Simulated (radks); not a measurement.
Question: These are the eigenvalues of the occupied orbitals of an atom or ion with whole-number occupations (eV). Calculated with a radial shooting solver on a logarithmic mesh with Libxc functionals: Dirac Kohn-Sham, BLYP, spin-unpolarised, spherical densities, finite nucleus; Fermi nuclear charge, rms radius of each element as measured or else 0.836 A^(1/3) + 0.57 fm.

| orbital | eigenvalue |
|---|---|
| 1s1/2 | -7305.892 |
| 2s1/2 | -1119.392 |
| 2p1/2 | -1008.268 |
| 2p3/2 | -995.6284 |
| 3s1/2 | -345.7723 |
| 3p1/2 | -311.4761 |
| 3p3/2 | -309.1669 |

Which element is it, and in what charge state? The configuration may be excited. Open shells, if any, are shared by 2j + 1.

Answer: Z = 26, iron, charge +11: Fe11+ in [Ne] 3s2 3p3. The list shows which subshells hold electrons but not how many an open one holds; the 1s level, -268.49 hartree, gives Z - s = 23.2 by -(Z - s)^2/2, which with screening and relativity narrows Z to a few neighbours, and the depths of the outer levels then fix element, charge and occupations together.
